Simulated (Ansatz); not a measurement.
Abridged output of a molecular run in Ansatz:

```
Functional definition: HF
1838 factors; integrals over basis functions are off by at most 9.9e-4 eV
mean field evaluation 1: about -12803.6703 eV, gradient 4.6e1 eV
mean field evaluation 2: about -12803.9058 eV, gradient 4.6e1 eV
mean field evaluation 4: about -12809.3089 eV, gradient 4.9e0 eV
mean field evaluation 8: about -12809.3900 eV, gradient 2.6e-1 eV
mean field -12809.39041812 eV, -470.7364153491 hartree, gradient 6.2e-6 eV, S^2 0.000000; 0 other end points of the search recorded, 0 dependent functions left out
9 core orbitals not correlated: weight in the atoms' cores, before any rotation towards them, 1.000 or more for the frozen orbitals, at most 0.000 for the correlated occupied ones
reference -12809.39041812 eV, -470.7364153491 hartree; 16, 16 occupied and 295, 295 virtual orbitals, 1838 factors
second order -23.42000268 eV of doubles, -0.00000000 eV of singles
cycle   1  -24.42608101 eV  change    -1.0e0 eV  update   9.9e-2
cycle   2  -25.03668289 eV  change   -6.1e-1 eV  update   2.8e-2
cycle   3  -25.13704366 eV  change   -1.0e-1 eV  update   1.2e-2
cycle   4  -25.12997124 eV  change    7.1e-3 eV  update   2.7e-3
cycle   5  -25.12942441 eV  change    5.5e-4 eV  update   1.0e-3
cycle   6  -25.12950812 eV  change   -8.4e-5 eV  update   2.6e-4
cycle   7  -25.12938461 eV  change    1.2e-4 eV  update   9.4e-5
cycle   8  -25.12937739 eV  change    7.2e-6 eV  update   3.1e-5
perturbative correction -0.88412970 eV, -0.0324911671 hartree
Total energy: -12835.40392521 eV, -471.6923941022 hartree
```

Its atoms:

Cartesian coordinates in Å:
```
C -0.142 -1.210 -1.540
B -0.304 -0.014 -0.506
C 0.118 1.451 -0.976
O 0.759 -0.375 0.792
Si -0.110 -0.224 2.240
H -0.324 -2.194 -1.097
H 0.850 -1.233 -2.007
H -0.866 -1.092 -2.354
H -1.345 -0.048 0.146
H -0.555 1.788 -1.771
H 0.064 2.208 -0.185
H 1.129 1.482 -1.405
H 1.612 0.062 0.713
H -0.782 1.088 2.336
H -1.037 -1.366 2.317
H 0.933 -0.323 3.297
```

Question: Which basis set was used?
A. cc-pV(D+d)Z
B. def2-TZVPP
C. def2-TZVPPD
D. def2-SVP

Answer: B. It gives 320 functions.

Question: Write the keys of the input that set method, charge and spin (a neutral closed shell needs none for the last two).

Answer: 
```yaml
correlation: {method: ccsd_t}
```
